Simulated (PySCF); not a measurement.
**`Cl[C@@H]1C[C@@]2(Cl)CC[C@@H]12`, C$_{6}$H$_{8}$Cl$_{2}$**

Molfile (atoms numbered from 1):
```
C6H8Cl2
     RDKit          3D

 16 17  0  0  0  0  0  0  0  0999 V2000
   -2.5212    1.7968   -0.0018 Cl  0  0  0  0  0  0  0  0  0  0  0  0
   -1.1652    0.7669   -0.5030 C   0  0  2  0  0  0  0  0  0  0  0  0
   -1.3240   -0.7137   -0.1223 C   0  0  0  0  0  0  0  0  0  0  0  0
   -0.0395   -0.6236    0.7105 C   0  0  1  0  0  0  0  0  0  0  0  0
   -0.1383   -1.2578    2.3525 Cl  0  0  0  0  0  0  0  0  0  0  0  0
    1.2715   -0.8926   -0.0399 C   0  0  0  0  0  0  0  0  0  0  0  0
    1.3976    0.6119   -0.3468 C   0  0  0  0  0  0  0  0  0  0  0  0
    0.0779    0.8815    0.3918 C   0  0  1  0  0  0  0  0  0  0  0  0
   -0.9916    0.9685   -1.5598 H   0  0  0  0  0  0  0  0  0  0  0  0
   -2.2058   -0.8994    0.4865 H   0  0  0  0  0  0  0  0  0  0  0  0
   -1.3022   -1.4202   -0.9498 H   0  0  0  0  0  0  0  0  0  0  0  0
    1.1677   -1.5453   -0.9042 H   0  0  0  0  0  0  0  0  0  0  0  0
    2.0601   -1.2760    0.6025 H   0  0  0  0  0  0  0  0  0  0  0  0
    2.2559    1.0813    0.1266 H   0  0  0  0  0  0  0  0  0  0  0  0
    1.3867    0.8727   -1.4028 H   0  0  0  0  0  0  0  0  0  0  0  0
    0.0627    1.6581    1.1486 H   0  0  0  0  0  0  0  0  0  0  0  0
  1  2  1  0
  2  3  1  0
  3  4  1  0
  4  5  1  1
  4  6  1  0
  6  7  1  0
  7  8  1  0
  8  2  1  0
  8  4  1  0
  2  9  1  6
  3 10  1  0
  3 11  1  0
  6 12  1  0
  6 13  1  0
  7 14  1  0
  7 15  1  0
  8 16  1  1
M  END
```

Computed with TDDFT PBE0/def2-SVPD circular dichroism and optical rotation, one conformer, gas phase (PySCF 2.14.0). Geometry: GFN2-xTB.

States above about 8.0 eV (minus the energy of the highest occupied orbital) lie near or above the ionisation threshold and depend on the basis.

Stereocentres: C2 R, C4 S, C8 S.

Q: Give the optical rotatory dispersion at 633, 589.3, 546, 436, 405, 365, 355 nm.

A: [α] in deg dm⁻¹ (g/mL)⁻¹:
| λ (nm) | origin-invariant length gauge | modified velocity gauge | length gauge (centre of mass) | isotropic polarisability (au) |
| --- | --- | --- | --- | --- |
| 633 | -45.8 | -47.3 | -45.1 | 94.1 |
| 589.3 | -53.4 | -55.1 | -52.6 | 94.4 |
| 546 | -63.0 | -65.1 | -62.1 | 94.8 |
| 436 | -104.5 | -107.8 | -103.0 | 96.3 |
| 405 | -124.1 | -128.0 | -122.3 | 97.0 |
| 365 | -159.1 | -164.1 | -156.9 | 98.3 |
| 355 | -170.3 | -175.7 | -167.9 | 98.7 |

Q: And for the mirror image at 589.3 nm?

A: +53.4 deg dm⁻¹ (g/mL)⁻¹ (origin-invariant length gauge): the same size and the opposite sign.

Q: What is the molar rotation [Φ] = [α]·M/100 of the geometry above at 589.3 nm?

A: With M = 151.03 g/mol, -80.6 deg cm² dmol⁻¹ (origin-invariant length gauge).

The first excitation lies at 6.61 eV (188 nm) with R = +1.9 × 10⁻⁴⁰ esu² cm² (velocity form).
